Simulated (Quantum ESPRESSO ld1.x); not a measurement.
Values are calculated unless marked as measured or tabulated.
Sn4+, configuration [Kr] 4d10 (the NIST ground configuration). Code: ld1.x of Quantum ESPRESSO 7.5. Model: scalar-relativistic Kohn-Sham, BLYP, spin-unpolarised, spherical densities, point nucleus.

Unscreened Slater integrals over Kohn-Sham orbitals (eV).

| integral | value |
|---|---|
| F0(4d,4d) | 22.963 |
| F2(4d,4d) | 11.564 |
| F4(4d,4d) | 7.6239 |
| F0(4d,4p) | 25.011 |
| F2(4d,4p) | 12.577 |
| G1(4d,4p) | 15.961 |
| G3(4d,4p) | 9.8260 |
| F0(4d,4s) | 25.760 |
| G2(4d,4s) | 11.996 |
| F0(4d,3d) | 30.836 |
| F2(4d,3d) | 6.4638 |
| F4(4d,3d) | 2.9056 |
| G0(4d,3d) | 2.0312 |
| G2(4d,3d) | 2.3869 |
| G4(4d,3d) | 1.8256 |
| F0(4d,3p) | 30.483 |
| F2(4d,3p) | 6.5353 |
| G1(4d,3p) | 1.3797 |
| G3(4d,3p) | 1.4289 |
| F0(4p,4p) | 27.709 |
| F2(4p,4p) | 14.535 |
| F0(4p,4s) | 28.736 |
| G1(4p,4s) | 19.530 |
| F0(4p,3d) | 35.861 |
| F2(4p,3d) | 8.6686 |
| G1(4p,3d) | 2.7401 |
| G3(4p,3d) | 2.6875 |
| F0(4p,3p) | 35.544 |
| F2(4p,3p) | 9.1690 |
| G0(4p,3p) | 2.3319 |
| G2(4p,3p) | 2.7853 |
| F0(4s,4s) | 29.903 |
| F0(4s,3d) | 38.126 |
| G2(4s,3d) | 3.1084 |
| F0(4s,3p) | 37.770 |
| G1(4s,3p) | 3.1443 |
| F0(3d,3d) | 78.577 |
| F2(3d,3d) | 39.288 |
| F4(3d,3d) | 25.097 |
| F0(3d,3p) | 74.780 |
| F2(3d,3p) | 36.143 |
| G1(3d,3p) | 41.272 |
| G3(3d,3p) | 26.593 |
| F0(3p,3p) | 72.539 |
| F2(3p,3p) | 36.531 |
